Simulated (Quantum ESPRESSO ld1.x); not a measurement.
Results of a calculation; reference values are marked as such.
Valence configurations of Nd2+ (all share [Xe]). Level of theory: scalar-relativistic Kohn-Sham, revPBE, spin-unpolarised, spherical densities, point nucleus (ld1.x of Quantum ESPRESSO 7.5). Energies are relative to 4f4; eigenvalues in eV.

valence              E (eV)    e(4f)    e(5d)    e(6p)    e(6s)
4f4                   0.000  -14.510        -        -        -
4f3.5 5d0.5           0.973  -17.099  -14.229        -        -
4f3.5 6s0.5           1.283  -18.316        -        -  -14.255
4f3 5d1               2.954  -19.974  -14.965        -        -
4f3.5 6p0.5           3.184  -18.862        -  -10.769        -
4f3 6s1               4.151  -22.581        -        -  -15.206
4f3 6p1               8.182  -23.668        -  -11.793        -
4f2 5d1 6s0.5 6p0.5  14.659  -29.771  -18.756  -11.892  -16.182
4f2 6s2              15.284  -32.168        -        -  -17.143
4f2 5d1 6p1          16.804  -30.306  -19.167  -12.185        -

NIST lists [Xe] 4f4 as the ground configuration; this level of theory agrees among the configurations tried. The energies are those of spherical spin-averaged densities, not of single terms.
